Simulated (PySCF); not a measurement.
## Molecular orbitals of YS

M06 at R = 2.268 Å; PySCF, spin-free X2C with a Gaussian nucleus, basis sets Y x2c-TZVPPall, S x2c-TZVPPall. State: ²Σ⁺ (doublet), unpaired electrons σ ↑. Only the outer orbitals are listed, counted within each symmetry.

```json
{"spin": "α", "orbital": "5π", "occ.": "1", "ε (eV)": "-30.25", "on Y (%)": "100", "main shells (%)": "100 Y p"}
{"spin": "α", "orbital": "5π", "occ.": "1", "ε (eV)": "-30.25", "on Y (%)": "100", "main shells (%)": "100 Y p"}
{"spin": "α", "orbital": "11σ", "occ.": "1", "ε (eV)": "-30.14", "on Y (%)": "97", "main shells (%)": "97 Y p"}
{"spin": "α", "orbital": "12σ", "occ.": "1", "ε (eV)": "-16.78", "on Y (%)": "11", "main shells (%)": "89 S s"}
{"spin": "α", "orbital": "13σ", "occ.": "1", "ε (eV)": "-6.67", "on Y (%)": "26", "main shells (%)": "71 S p, 16 Y d, 9 Y s"}
{"spin": "α", "orbital": "6π", "occ.": "1", "ε (eV)": "-6.38", "on Y (%)": "23", "main shells (%)": "76 S p, 20 Y d"}
{"spin": "α", "orbital": "6π", "occ.": "1", "ε (eV)": "-6.38", "on Y (%)": "23", "main shells (%)": "76 S p, 20 Y d"}
{"spin": "α", "orbital": "14σ", "occ.": "1", "ε (eV)": "-4.70", "on Y (%)": "100", "main shells (%)": "80 Y s, 16 Y d"}
{"spin": "α", "orbital": "2δ", "occ.": "0", "ε (eV)": "-1.74", "on Y (%)": "100", "main shells (%)": "100 Y d"}
{"spin": "α", "orbital": "2δ", "occ.": "0", "ε (eV)": "-1.74", "on Y (%)": "100", "main shells (%)": "100 Y d"}
{"spin": "α", "orbital": "7π", "occ.": "0", "ε (eV)": "-1.69", "on Y (%)": "98", "main shells (%)": "64 Y p, 34 Y d"}
{"spin": "β", "orbital": "5π", "occ.": "1", "ε (eV)": "-30.21", "on Y (%)": "100", "main shells (%)": "100 Y p"}
{"spin": "β", "orbital": "5π", "occ.": "1", "ε (eV)": "-30.21", "on Y (%)": "100", "main shells (%)": "100 Y p"}
{"spin": "β", "orbital": "11σ", "occ.": "1", "ε (eV)": "-29.92", "on Y (%)": "96", "main shells (%)": "96 Y p"}
{"spin": "β", "orbital": "12σ", "occ.": "1", "ε (eV)": "-16.75", "on Y (%)": "11", "main shells (%)": "89 S s"}
{"spin": "β", "orbital": "13σ", "occ.": "1", "ε (eV)": "-6.62", "on Y (%)": "26", "main shells (%)": "72 S p, 16 Y d"}
{"spin": "β", "orbital": "6π", "occ.": "1", "ε (eV)": "-6.36", "on Y (%)": "24", "main shells (%)": "75 S p, 20 Y d"}
{"spin": "β", "orbital": "6π", "occ.": "1", "ε (eV)": "-6.36", "on Y (%)": "24", "main shells (%)": "75 S p, 20 Y d"}
{"spin": "β", "orbital": "14σ", "occ.": "0", "ε (eV)": "-2.34", "on Y (%)": "98", "main shells (%)": "76 Y s, 11 Y p, 10 Y d"}
{"spin": "β", "orbital": "15σ", "occ.": "0", "ε (eV)": "-1.37", "on Y (%)": "91", "main shells (%)": "49 Y d, 40 Y p"}
{"spin": "β", "orbital": "2δ", "occ.": "0", "ε (eV)": "-1.34", "on Y (%)": "100", "main shells (%)": "100 Y d"}
```

**Question.** Which are the highest filled and the lowest empty level, where do they sit, and how wide is the gap?

**Answer.** Highest filled α 14σ at -4.70 eV (in %: 80 Y s, 16 Y d); lowest empty β 14σ at -2.34 eV (in %: 76 Y s, 11 Y p, 10 Y d); the gap at M06 is 2.36 eV.

| Item | Value |
| --- | --- |
| bond order (Mayer) | 2.41 |
| ⟨S²⟩ | 0.751 |
| charge on Y (Mulliken, basis-dependent) | 0.40 |
| charge on Y (Löwdin, basis-dependent) | -0.45 |
| dipole moment (positive dipole means Y(−)S(+)) | -6.36 D |

Spin–orbit coupling is left out. The state is the lowest single determinant that the PBE0 search found; with open d or f shells the true ground state can be another one.
